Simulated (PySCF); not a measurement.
H₂BiF (SMILES [F][BiH2]), singlet, at a GFN2-xTB geometry (such geometries of metal compounds can be far from the true shape) (core potentials on Bi). Base run: PBE/def2-SVPD (PySCF).

PySCF was given this input:
```python
from pyscf import gto, scf, dft, solvent

mol = gto.Mole()
mol.atom = '''
    Bi   -0.099294   -0.113480    0.133279
    H    -1.511638    0.206098   -0.881997
    H     0.296475   -1.454865   -0.949165
    F     1.050729    1.185293   -1.025666
'''
mol.basis = 'def2-svpd'
mol.ecp = {'Bi': 'def2-svpd'}
mol.charge = 0
mol.spin = 0
mol.verbose = 3
mol.build()

mf = dft.RKS(mol)
mf.xc = 'pbe'
mf.kernel()
```

Variants of this job, named by their change:

```csv
change,ΔE vs base (kJ/mol),dipole (D),HOMO-LUMO gap (eV)
base,0.00,3.69,4.24
model = SS(V)PE; solvent = n-hexane,-9.62,4.12,4.29
model = ddCOSMO; solvent = n-hexane,-11.97,4.21,4.32
model = IEF-PCM; solvent = n-hexane; r_probe = 0.5,[?],[?],[?]
model = C-PCM; solvent = n-hexane,-11.47,4.20,4.31
model = IEF-PCM; solvent = n-hexane; vdw_scale = 1.1,-13.03,4.20,4.30
model = IEF-PCM; solvent = n-hexane; lebedev_order = 11,-9.70,4.11,4.29
model = IEF-PCM; solvent = n-hexane; vdw_scale = 1.0,-18.78,4.31,4.31
model = COSMO; solvent = n-hexane,-8.86,4.09,4.29
model = IEF-PCM; solvent = methanol,[?],[?],[?]
model = IEF-PCM; solvent = tetrahydrofuran,-22.14,4.69,4.35
model = IEF-PCM; solvent = n-hexane; vdw_scale = 1.4,[?],[?],[?]
```

### Question
What belongs in the gaps?

### Answer

- model = IEF-PCM; solvent = n-hexane; r_probe = 0.5, ΔE vs base (kJ/mol): -5.06
- model = IEF-PCM; solvent = n-hexane; r_probe = 0.5, dipole (D): 3.96
- model = IEF-PCM; solvent = n-hexane; r_probe = 0.5, HOMO-LUMO gap (eV): 4.27
- model = IEF-PCM; solvent = methanol, ΔE vs base (kJ/mol): -26.6
- model = IEF-PCM; solvent = methanol, dipole (D): 4.90
- model = IEF-PCM; solvent = methanol, HOMO-LUMO gap (eV): 4.37
- model = IEF-PCM; solvent = n-hexane; vdw_scale = 1.4, ΔE vs base (kJ/mol): -5.95
- model = IEF-PCM; solvent = n-hexane; vdw_scale = 1.4, dipole (D): 4.00
- model = IEF-PCM; solvent = n-hexane; vdw_scale = 1.4, HOMO-LUMO gap (eV): 4.28

The base is the gas phase, so ΔE is the electrostatic part of solvation at a fixed geometry, without cavity and dispersion terms.
